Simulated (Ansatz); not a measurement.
Species: C3H9Ga (charge 0, singlet). 
Geometry from a B3LYP-D3(BJ)/def2-TZVP (Ansatz, a quantum-chemistry and plane-wave program) optimisation:
SMILES: [CH3][Ga]([CH3])[CH3]
```xyz
13

C      1.9313    -0.4514    -0.1479
Ga     0.0000    -0.0001     0.0001
C     -0.5550     1.8431     0.5000
C     -1.3764    -1.3916    -0.3524
H      2.4129     0.1962    -0.8852
H      2.1001    -1.4891    -0.4355
H      2.4325    -0.2700     0.8066
H     -1.1635     1.8187     1.4078
H      0.2931     2.5065     0.6695
H     -1.1798     2.2730    -0.2873
H     -1.2349    -2.2392     0.3232
H     -2.3932    -1.0182    -0.2314
H     -1.2673    -1.7773    -1.3695
```
Charge 0, spin multiplicity 1.

Property: vertical ionisation energy (to the doublet state of charge +1; each state is the SCF solution reached for its spin; for the doublet the Hartree-Fock reference is unstable and T1 is 0.017), in eV. Valence correlation only, unless marked. UHF or UKS for open shells. No spin-orbit coupling. Frozen are the shells of the preceding noble gas and the d and f shells that filled before the atom's block. No relativistic terms. 

```tsv
level	program	vertical ionisation energy (eV)
PBE/def2-TZVPD	Ansatz	9.15
B3LYP/def2-TZVPD	Ansatz	9.37
BHLYP/def2-TZVPD	Ansatz	9.42
RI-MP2/aug-cc-pVQZ	Ansatz	9.86
CCSD/aug-cc-pVDZ	Ansatz	9.56
CCSD(T)/aug-cc-pVTZ	Ansatz	9.67
```
